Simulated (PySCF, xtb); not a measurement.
GeH3, SMILES [GeH3-], charge -1.

Harmonic wavenumbers (cm⁻¹) from GFN2-xTB (xtb 6.7.1) at its own minimum, in rising order: 635, 635, 685, 909, 910, 988.

**Question.** What does r2SCAN-D4/def2-TZVPD (PySCF) give at its own minimum? (The exact figures need the calculation; the answer reports its results.)

**Answer.** 835, 894, 894, 1771, 1772, 1772. Paired by order, the mean absolute difference is 529 cm⁻¹ and the zero-point energies are 6.8 and 11.3 kcal/mol.
